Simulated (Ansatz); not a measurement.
`[NH2][SnH]([F])[Cl]`, 7 atoms. Total charge 0; spin multiplicity 1. Correlated methods include outer-core shells of Sn, which these sets cover unevenly. Sn takes the def2 core potential. All runs use 2 threads of a server CPU on a shared host. Correlated methods freeze the cores.

Task: How many basis functions does each run have, and how long does it take in Ansatz? RHF-CCSD(T)/def2-TZVPP energy; RKS r2SCAN-D4/def2-TZVPP energy and forces; RKS PBE0-D4/def2-SVP energy; RHF-MP2/def2-QZVPP energy; RKS BHLYP-D4/def2-TZVPP energy; RKS B3LYP-D4/def2-TZVPP energy and forces; RKS PBE0-D4/def2-QZVPP energy; direct RPA on PBE orbitals/def2-TZVPP energy; RKS PBE0-D4/def2-TZVP frequencies; RKS ωB97M-V/def2-SVP energy; RHF-CCSD(T)/def2-SVP energy; RKS HSE06-D4/def2-TZVPP energy. (Estimate.)

Result: The calculation gave: Other jobs shared the machine, so times are rough.

```
                                level                job  functions  wall time  peak host memory (GiB)
                 RKS PBE0-D4/def2-SVP             energy         87      1.6 s                    0.17
              RKS BHLYP-D4/def2-TZVPP             energy        196      3.8 s                    0.45
              RKS HSE06-D4/def2-TZVPP             energy        196        4 s                    0.46
              RKS B3LYP-D4/def2-TZVPP  energy and forces        196      5.5 s                    0.46
                 RHF-CCSD(T)/def2-SVP             energy         87        6 s                    0.32
                 RKS ωB97M-V/def2-SVP             energy         87      6.5 s                    0.26
             RKS r2SCAN-D4/def2-TZVPP  energy and forces        196      6.5 s                    0.25
direct RPA on PBE orbitals/def2-TZVPP             energy        196        7 s                    0.42
               RKS PBE0-D4/def2-QZVPP             energy        356        9 s                       1
                   RHF-MP2/def2-QZVPP             energy        356       18 s                     1.4
                RKS PBE0-D4/def2-TZVP        frequencies        167    2.2 min                    0.39
               RHF-CCSD(T)/def2-TZVPP             energy        196    2.6 min                     2.6
```

B3LYP here is the variant with VWN-RPA as its local correlation; programs differ in this. HSE06 is defined as in plane-wave codes.
